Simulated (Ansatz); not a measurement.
```yaml
crystal:
  periodic: [false, false, false]
  atoms:
    - {symbol: C, position_ang: [-0.322376, 1.184401, 0.572457]}
    - {symbol: N, position_ang: [-0.009627, 0.159638, -0.052570]}
    - {symbol: B, position_ang: [0.328905, -0.955803, -0.725503]}
    - {symbol: I, position_ang: [0.412925, -2.828007, 0.326096]}
    - {symbol: H, position_ang: [-1.365603, 1.501422, 0.660527]}
    - {symbol: H, position_ang: [0.433523, 1.806821, 1.060091]}
    - {symbol: H, position_ang: [0.583452, -0.936573, -1.886897]}
basis:
  gaussian: {orbitals: def2-SVP, point_charges: [{charge: 1.00, position_ang: [5.562, -0.908, 0.561]}]}
total_charge: 4
hamiltonian: {xc: {name: RPBE}, dispersion: d3bjatm, pseudopotentials: {relativity: none}}
scf: {lower_state_search: off}
```

```sh
$ ansatz run in.yaml --threads 2 --pin off --events-out ev --progress --plain --max-ram 4352MiB
```

It prints (some lines left out):

```
Functional definition: RPBE
974 factors; their error is unknown
mean field evaluation 1: about -11131.8280 eV, gradient 1.9e2 eV
mean field evaluation 2: about -10089.5353 eV, gradient 3.1e2 eV
mean field evaluation 4: about -11211.8621 eV, gradient 1.1e2 eV
mean field evaluation 8: about -11267.2290 eV, gradient 1.3e1 eV
mean field evaluation 16: about -11268.5333 eV, gradient 3.3e-1 eV
mean field -11268.51165311 eV, -414.1101651803 hartree, gradient 4.8e-6 eV, S^2 0.000000; 0 other end points of the search recorded, 0 dependent functions left out
reference -11268.51168275 eV, -414.1101662694 hartree; 21, 21 occupied and 62, 62 virtual orbitals, 974 factors
Total energy: -11269.34989257 eV, -414.1409699124 hartree
Checks for a lower state left out: stability, starts, cluster_reference, orbital_swaps, neighbouring_geometries, increment
```

(1) Something in this input is off. What?

Results:

(1) The charge is far from anything that the molecule holds. Self-consistency was reached. The result belongs to that input, not to the molecule as meant.
